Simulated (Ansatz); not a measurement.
Consider the cleavage of the Si–Ge bond: `[SiH3][O][GeH2][SiH3]` + `[OH][In]([SH])[O][SiH3]` → `[SiH3][O][In]([SH])[O][SiH3]` + `[SiH3][O][GeH3]`.

Computed with Ansatz on PBE0-D4/def2-TZVP structures; ΔE is electronic, products minus reactants. CCSD(T)/CBS adds triple-zeta CCSD(T) − MP2 to the extrapolated MP2 energy (def2 sets, frozen cores). Elements past krypton have def2 core potentials. For Ge, In outer-core shells are correlated without core-valence functions, which leaves a few kJ/mol of doubt a bond. Scalar relativity is left out up to krypton. Each species was taken in one conformer, which may not be the lowest.

`[SiH3][O][GeH2][SiH3]`:

Z-matrix (Å, degrees):
```
Si
O 1 1.634
H 1 1.490 2 111.1
H 1 1.484 2 108.2 3 119.9
H 1 1.490 2 111.1 3 -120.1
Ge 2 1.786 1 133.3 3 60.1
Si 6 2.380 2 105.4 1 179.6
H 6 1.543 2 107.5 1 -58.9
H 6 1.543 2 107.5 1 58.1
H 7 1.485 6 109.6 2 -60.2
H 7 1.487 6 109.1 2 -179.9
H 7 1.485 6 109.6 2 60.3
```

`[OH][In]([SH])[O][SiH3]`:

Cartesian coordinates in Å:
```
O -0.249 -0.612 3.156
In -0.412 -0.771 1.205
S -1.474 -2.498 0.016
O 0.443 0.735 0.241
Si 0.618 1.128 -1.328
H 0.231 0.186 3.396
H -1.173 -1.919 -1.161
H 2.059 1.213 -1.692
H -0.028 2.437 -1.619
H -0.015 0.101 -2.214
```

`[SiH3][O][In]([SH])[O][SiH3]`:

Z-matrix (Å, degrees):
```
Si
O 1 1.633
H 1 1.492 2 111.3
H 1 1.489 2 111.0 3 120.4
H 1 1.487 2 108.9 3 -119.7
In 2 1.963 1 136.8 3 -32.1
O 6 1.968 2 115.6 1 -7.1
S 6 2.343 2 123.1 1 172.9
Si 7 1.633 6 136.9 2 -6.7
H 8 1.345 6 91.8 2 179.7
H 9 1.487 7 108.9 6 -151.8
H 9 1.489 7 111.1 6 88.3
H 9 1.492 7 111.3 6 -32.1
```

`[SiH3][O][GeH3]`:

Cartesian coordinates in Å:
```
Si -0.383 0.246 1.484
O 0.571 -0.305 0.279
Ge 0.474 -0.297 -1.495
H -0.563 1.723 1.390
H 0.264 -0.090 2.776
H -1.733 -0.382 1.428
H 1.738 -1.016 -1.977
H 0.434 1.165 -1.970
H -0.803 -1.043 -1.914
```

| species | CCSD(T)/CBS(def2) energy (Eh) |
| --- | --- |
| `[SiH3][O][GeH2][SiH3]` | -2734.30164 |
| `[OH][In]([SH])[O][SiH3]` | -1030.13461 |
| `[SiH3][O][In]([SH])[O][SiH3]` | -1320.45323 |
| `[SiH3][O][GeH3]` | -2444.01593 |

Task: Work out ΔE.

Result: ΔE = (-1320.45323) + (-2444.01593) − (-2734.30164) − (-1030.13461) = -0.03291 Eh = -0.90 eV.

Largest T1 diagnostic among the species: 0.016.

In def2-TZVPP, CCSD(T) changes the Hartree–Fock value by +0.28 eV (the triples alone add +0.03 eV) and MP2 by +0.23 eV. From PBE to PBE0 (25 % exact exchange), in def2-TZVPP and without D4, ΔE moves by −0.12 eV.
